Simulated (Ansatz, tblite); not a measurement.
Spin states of Ag2O⁺, each relaxed with r2SCAN-D4/def2-TZVP in Ansatz. Electronic energies in the gas phase.

In the def2 sets Ag takes a core potential; there is no spin–orbit coupling. The xTB rows come from tblite. Correlated methods freeze 1 core orbital; core or outer-core shells of Ag are correlated, in sets that lack core-valence functions. The structure comes from a short search, and lower isomers may exist.

Doublet geometry (C2v within 0.1 Å):

```xyz
3

Ag    1.901    0.504    0.214
Ag   -1.809   -0.801    0.009
O    -0.092    0.297   -0.223
```

Quartet geometry (D∞h within 0.1 Å):

```xyz
3

Ag   -1.840    0.124   -0.931
Ag    1.840   -0.128    0.930
O     0.000    0.003    0.001
```

⟨S²⟩: doublet 0.76 at PBE0-D4/def2-TZVP (pure 0.75), quartet 3.76 at PBE0-D4/def2-TZVP (pure 3.75).

Run but left out: HF/def2-TZVP, MP2/def2-TZVP, CCSD/def2-TZVP, CCSD(T)/def2-TZVP (flagged by the program: other roots).

Only these spin states were relaxed.

Second-order perturbation terms are unreliable where d shells bring near-degenerate states, and here B2PLYP/def2-TZVP lies more than 0.4 eV from the median of the functionals without such a term.

Q: Estimate which spin state lies lowest at each of these levels, and by how much: GFN1-xTB; PBE-D4/def2-TZVP; BLYP-D4/def2-TZVP; r2SCAN-D4/def2-TZVP; r2SCANh-D4/def2-TZVP; PBE0-D4/def2-TZVP; BHLYP-D4/def2-TZVP; B2PLYP/def2-TZVP.

A: 
```
               level  quartet − doublet (kJ/mol)  lowest of these
            GFN1-xTB                       239.2          doublet
    PBE-D4/def2-TZVP                       233.2          doublet
   BLYP-D4/def2-TZVP                       223.6          doublet
 r2SCAN-D4/def2-TZVP                       260.4          doublet
r2SCANh-D4/def2-TZVP                       287.7          doublet
   PBE0-D4/def2-TZVP                       309.2          doublet
  BHLYP-D4/def2-TZVP                       352.6          doublet
    B2PLYP/def2-TZVP                       339.2          doublet
```

Change of the quartet − doublet gap on mixing in exact exchange, in kJ/mol: PBE to PBE0 (25 % exact exchange) 76.1; BLYP to BHLYP (50 % exact exchange) 129.0; r2SCAN to r2SCANh (10 % exact exchange) 27.4. The xTB methods have no spin-polarisation term.
